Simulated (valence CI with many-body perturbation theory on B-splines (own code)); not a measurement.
## Lu³⁹⁺: key properties

Computed by relativistic CI+MBPT: four valence electrons over a frozen Dirac-Fock core [Ar] 3d10, a basis of 11 s, 11 p, 10 d, 8 f, 5 g, 2 h functions for each j, with the one-electron correlation potential Σ1, the two-electron term Σ2, the three-electron term Σ3, Breit, model QED; selected CI, second order for the rest, scaled by the run's own slope (own B-spline code, finite nucleus).

No measured spectrum was set against this ion. As an estimate, large intervals hold to a few tenths of a per cent, small ones and those within an open d or f shell to about a per cent. Among the levels kept, up to 380 cm⁻¹ of a level comes from second order outside the variational space, and about a tenth of that is noise between levels of different J, which matters for small intervals.

Levels are named by their leading jj configuration (3d3/2^4 stands for four electrons in 3d with j = 3/2), which in mixed levels can hold well under half, so a name can repeat and another be missing.

Rates and lifetimes use the calculated energies. Strong lines usually hold to 10 to 20 %, long lifetimes can be off by a factor of two.

Problem. What is the ground level?

Solution. (4s^2 4p1/2^2) J=0, composition 71 % 4s²4p² ³P + 29 % 4s²4p² ¹S.

Problem. How well does LS coupling describe the low levels?

Solution. Among the lowest 20 levels the leading LS term, summed over configurations, holds 62 % on average. For single configurations the figures are 60 % in LS and 88 % in jj coupling. Terms mix most in the J = 2 level at 17.999 Ry, where the leading one holds 38 %.

Problem. Name the longest-lived excited levels whose lifetime is computed, and their main decay.

Solution. (4s^2 4p1/2 4p3/2) J=2 at 5.631 Ry lives 16.3 μs, mostly by E2 to (4s^2 4p1/2^2) J=0; (4s^2 4p3/2 4d5/2) J=4 at 22.772 Ry lives 469 ns, mostly by M1 to (4s^2 4p1/2 4d5/2) J=3; (4s^2 4p1/2 4p3/2) J=1 at 5.335 Ry lives 396 ns, mostly by M1 to (4s^2 4p1/2^2) J=0.

Problem. Where does the other parity begin?

Solution. At (4s 4p1/2^2 4p3/2) J=2, 11.841 Ry.

Problem. What is the ionisation energy?

Solution. 1877 eV; NIST lists 1875 ± 4 eV (theoretical).

Problem. Among levels below 42.734 Ry, which E1 lines absorb most strongly from the ground level?

Solution. to (4s^2 4p1/2 4d3/2) J=1 at 5.349 nm, f = 1.59; to (4s 4p1/2^2 4p3/2) J=1 at 7.089 nm, f = 0.519; to (4s 4p1/2 4p3/2^2) J=1 at 4.927 nm, f = 0.0399.
